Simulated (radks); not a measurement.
The numbers below are computed, except where a source is named.
The nitrogen anion N- inside a hard spherical wall (all orbitals vanish at R), configuration held at [He] 2s2 2p4 and not refilled when levels cross. Level of theory: non-relativistic Kohn-Sham, LDA (Slater exchange, VWN5 correlation), spin-polarised, spherical densities, point nucleus; open shells are filled with parallel spins first (a radial shooting solver on a logarithmic mesh with Libxc functionals). Eigenvalues in eV for spin up, with the zero of energy where the potential of the charges vanishes at infinity; a dash marks a level that is unbound or too diffuse for the functional's potential to be trusted. A positive occupied level is held by the wall or, in an anion where self-interaction has pushed it up, behind a barrier. The pressure on the wall is -dE/dV.

R (bohr)  E (hartree)  kinetic (hartree)    e(1s)    e(2s)   e(2p)  e(3s, empty)  e(3p, empty)  pressure (GPa)
20          -54.15517             53.877  -372.94  -11.962  -0.983         1.668         1.881         0.00576
12          -54.14648             53.856  -371.18  -10.134   0.744         3.573         4.354          0.0195
8           -54.13770             53.868  -370.07   -9.090   1.714         6.218         8.098           0.177
7           -54.13080             53.889  -369.52   -8.649   2.141         7.725        10.120           0.464
6           -54.11568             53.941  -368.60   -7.956   2.841        10.264        13.332            1.48
2.5         -52.61102             58.501  -339.83   11.565  24.515        87.266        87.800             935
2           -50.49732             63.625  -318.37   30.099  43.414        156.34        146.90            3950
1.5         -44.18981             76.616  -277.75   78.849  87.341        324.53        281.86           22800
